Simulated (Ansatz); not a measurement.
## Molecular dynamics of CH8SSn

Input:

```yaml
crystal:
  periodic: [false, false, false]
  atoms:
    - { symbol: Sn, position_ang: [0.243799, 0.145831, 0.023839] }
    - { symbol: C, position_ang: [-0.030733, 0.063178, 2.481722] }
    - { symbol: H, position_ang: [-1.127012, -0.086338, 2.421703] }
    - { symbol: H, position_ang: [0.483136, -0.912528, 2.590097] }
    - { symbol: H, position_ang: [0.16549, 0.635807, 3.416132] }
    - { symbol: H, position_ang: [1.793602, -0.193126, -0.666007] }
    - { symbol: H, position_ang: [-0.847464, 1.195092, -0.803142] }
    - { symbol: H, position_ang: [-0.556445, -1.414775, 0.143122] }
    - { symbol: S, position_ang: [1.389294, 2.515961, 1.157472] }
    - { symbol: H, position_ang: [2.599256, 1.916181, 1.339528] }
    - { symbol: H, position_ang: [0.61038, 1.196118, 1.932834] }
basis:
  gaussian: { orbitals: def2-SVP }
hamiltonian:
  xc: pbe
md:
  timestep: 0.5
  n_steps: 200
  ensemble: nve
  temperature: 100.0
  initial_velocities: maxwell_boltzmann
  seed: 4592
```

Launched with:

```bash
$ ansatz run input.yaml --threads 2 --pin off --max-ram 3072MiB --backend cpu --events-out ev --progress --plain --runs-dir out
```

It starts at the highest image of a converged band. Of that band: Neighbouring images differ by up to 1.8 eV, so the band resolves the path poorly. A vibrational analysis at the climbing image gives one clearly imaginary mode, 1273i cm⁻¹: a first-order saddle point.

Output, in part (one step line in 7, the closing report, with atoms numbered from 0):

```
md step     0: t =     0.00 fs  T =   100.0 K  F+E_penalty+E_count = -17820.68651517 eV  E_kin = 0.116334 eV  conserved = -17820.57018117 eV  (27 SCF iters)
md step     7: t =     3.50 fs  T =    73.0 K  F+E_penalty+E_count = -17820.65468755 eV  E_kin = 0.084919 eV  conserved = -17820.56976868 eV  (30 SCF iters)
md step    14: t =     7.00 fs  T =    76.1 K  F+E_penalty+E_count = -17820.65820467 eV  E_kin = 0.088496 eV  conserved = -17820.56970890 eV  (30 SCF iters)
md step    21: t =    10.50 fs  T =   170.7 K  F+E_penalty+E_count = -17820.76859932 eV  E_kin = 0.198578 eV  conserved = -17820.57002085 eV  (28 SCF iters)
md step    28: t =    14.00 fs  T =   253.3 K  F+E_penalty+E_count = -17820.86493527 eV  E_kin = 0.294710 eV  conserved = -17820.57022527 eV  (27 SCF iters)
md step    35: t =    17.50 fs  T =   373.0 K  F+E_penalty+E_count = -17821.00428210 eV  E_kin = 0.433958 eV  conserved = -17820.57032397 eV  (27 SCF iters)
md step    42: t =    21.00 fs  T =   486.3 K  F+E_penalty+E_count = -17821.13569656 eV  E_kin = 0.565676 eV  conserved = -17820.57002042 eV  (27 SCF iters)
md step    49: t =    24.50 fs  T =   641.1 K  F+E_penalty+E_count = -17821.31589499 eV  E_kin = 0.745860 eV  conserved = -17820.57003483 eV  (27 SCF iters)
md step    56: t =    28.00 fs  T =   789.0 K  F+E_penalty+E_count = -17821.48787031 eV  E_kin = 0.917889 eV  conserved = -17820.56998090 eV  (27 SCF iters)
md step    63: t =    31.50 fs  T =   944.5 K  F+E_penalty+E_count = -17821.66962620 eV  E_kin = 1.098731 eV  conserved = -17820.57089492 eV  (27 SCF iters)
md step    70: t =    35.00 fs  T =   945.7 K  F+E_penalty+E_count = -17821.66991630 eV  E_kin = 1.100156 eV  conserved = -17820.56976048 eV  (27 SCF iters)
md step    77: t =    38.50 fs  T =  1070.0 K  F+E_penalty+E_count = -17821.81548495 eV  E_kin = 1.244746 eV  conserved = -17820.57073927 eV  (27 SCF iters)
md step    84: t =    42.00 fs  T =  1033.2 K  F+E_penalty+E_count = -17821.77127684 eV  E_kin = 1.202017 eV  conserved = -17820.56925934 eV  (27 SCF iters)
md step    91: t =    45.50 fs  T =  1110.9 K  F+E_penalty+E_count = -17821.86303726 eV  E_kin = 1.292344 eV  conserved = -17820.57069298 eV  (27 SCF iters)
md step    98: t =    49.00 fs  T =  1046.5 K  F+E_penalty+E_count = -17821.78735719 eV  E_kin = 1.217487 eV  conserved = -17820.56986976 eV  (26 SCF iters)
md step   105: t =    52.50 fs  T =  1139.4 K  F+E_penalty+E_count = -17821.89616602 eV  E_kin = 1.325486 eV  conserved = -17820.57067956 eV  (27 SCF iters)
md step   112: t =    56.00 fs  T =  1114.3 K  F+E_penalty+E_count = -17821.86571173 eV  E_kin = 1.296330 eV  conserved = -17820.56938129 eV  (26 SCF iters)
md step   119: t =    59.50 fs  T =  1197.4 K  F+E_penalty+E_count = -17821.96354036 eV  E_kin = 1.392936 eV  conserved = -17820.57060446 eV  (26 SCF iters)
md step   126: t =    63.00 fs  T =  1162.2 K  F+E_penalty+E_count = -17821.92170238 eV  E_kin = 1.351982 eV  conserved = -17820.56972024 eV  (27 SCF iters)
md step   133: t =    66.50 fs  T =  1277.3 K  F+E_penalty+E_count = -17822.05691701 eV  E_kin = 1.485980 eV  conserved = -17820.57093660 eV  (27 SCF iters)
md step   140: t =    70.00 fs  T =  1239.1 K  F+E_penalty+E_count = -17822.01143266 eV  E_kin = 1.441472 eV  conserved = -17820.56996040 eV  (27 SCF iters)
md step   147: t =    73.50 fs  T =  1205.4 K  F+E_penalty+E_count = -17821.97248467 eV  E_kin = 1.402320 eV  conserved = -17820.57016492 eV  (27 SCF iters)
md step   154: t =    77.00 fs  T =  1152.7 K  F+E_penalty+E_count = -17821.91096893 eV  E_kin = 1.341038 eV  conserved = -17820.56993044 eV  (27 SCF iters)
md step   161: t =    80.50 fs  T =  1184.4 K  F+E_penalty+E_count = -17821.94810869 eV  E_kin = 1.377816 eV  conserved = -17820.57029237 eV  (27 SCF iters)
md step   168: t =    84.00 fs  T =  1194.9 K  F+E_penalty+E_count = -17821.96085015 eV  E_kin = 1.390065 eV  conserved = -17820.57078486 eV  (27 SCF iters)
md step   175: t =    87.50 fs  T =  1093.7 K  F+E_penalty+E_count = -17821.84204141 eV  E_kin = 1.272344 eV  conserved = -17820.56969778 eV  (27 SCF iters)
md step   182: t =    91.00 fs  T =  1178.8 K  F+E_penalty+E_count = -17821.94165522 eV  E_kin = 1.371358 eV  conserved = -17820.57029685 eV  (27 SCF iters)
md step   189: t =    94.50 fs  T =  1240.0 K  F+E_penalty+E_count = -17822.01224127 eV  E_kin = 1.442553 eV  conserved = -17820.56968804 eV  (27 SCF iters)
md step   196: t =    98.00 fs  T =  1308.7 K  F+E_penalty+E_count = -17822.09331185 eV  E_kin = 1.522433 eV  conserved = -17820.57087912 eV  (27 SCF iters)
md step   200: t =   100.00 fs  T =  1238.5 K  F+E_penalty+E_count = -17822.01084276 eV  E_kin = 1.440785 eV  conserved = -17820.57005773 eV  (26 SCF iters)
Total energy: -17822.01088587 eV, -654.9468198628 hartree
Atom 0 at     0.118479    -0.056718     0.048195 Å, force    -0.291816    -0.301879     0.357148 eV/Å
Atom 1 at    -0.571142    -0.935530     2.020223 Å, force     0.822989     0.272281    -1.154818 eV/Å
Atom 2 at    -1.414014    -1.560518     1.673263 Å, force     0.136425    -0.290187     0.267067 eV/Å
Atom 3 at     0.322830    -1.498371     2.398474 Å, force    -0.694221     0.085890    -0.007744 eV/Å
Atom 4 at    -0.931481    -0.176343     2.722393 Å, force     0.068506     0.245262     0.230940 eV/Å
Atom 5 at     1.805785     0.290777    -0.148809 Å, force     0.019877    -0.075599     0.178973 eV/Å
Atom 6 at    -0.696518     1.398860    -0.447653 Å, force    -0.059128    -0.105254     0.089755 eV/Å
Atom 7 at    -0.254325    -1.339985    -1.082418 Å, force     0.021471     0.178153     0.036184 eV/Å
Atom 8 at     2.047554     3.610473     1.370530 Å, force    -0.707924    -0.519340    -1.639959 eV/Å
Atom 9 at     3.142423     2.878595     1.005644 Å, force    -0.078583     0.065576     0.068471 eV/Å
Atom 10 at     1.407883     3.285850     0.107645 Å, force     0.762404     0.445095     1.573983 eV/Å
Dipole moment:     0.042604    -0.148600    -0.002657 e Å
```

All steps were run. The conserved energy stayed within 0.086 meV per atom of its start (net change 0.011 meV per atom), so the integration is sound. The kinetic energy rose, since the run started high on the potential surface and went downhill. It ends in pieces (CH6Sn + H2S), so much of that is their flight and rotation, not heat. A run of 0.1 ps of so small a system gives no equilibrium averages. The orbitals stay closed-shell, which can raise the energy where a bond breaks towards radicals; this wasn't checked here.

Between its relaxed ends the band would form Sn1–S9, C2–H11 and break Sn1–C2, S9–H11. These pairs go: Sn1–S9 2.87 → 4.35 Å, C2–H11 1.41 → 5.04 Å, Sn1–C2 2.47 → 2.27 Å, S9–H11 1.72 → 1.45 Å. In the last frame they stand as before the step (other bonds may differ from the relaxed reactants and products). It ends as CH6Sn + H2S. Pairs count as bonded within 1.25 times the sum of covalent radii (0.12 Å more for H–H).

Last frame:

```xyz
11
Properties=species:S:1:pos:R:3
Sn 0.118 -0.057 0.048
C -0.571 -0.935 2.020
H -1.414 -1.560 1.673
H 0.323 -1.498 2.398
H -0.931 -0.176 2.722
H 1.806 0.291 -0.149
H -0.697 1.399 -0.448
H -0.254 -1.340 -1.082
S 2.048 3.611 1.371
H 3.142 2.879 1.006
H 1.408 3.286 0.108
```

Time of the run: 6.1 min on 2 threads of Arm Neoverse V1, with other jobs on the host, peak memory 0.13 GiB.
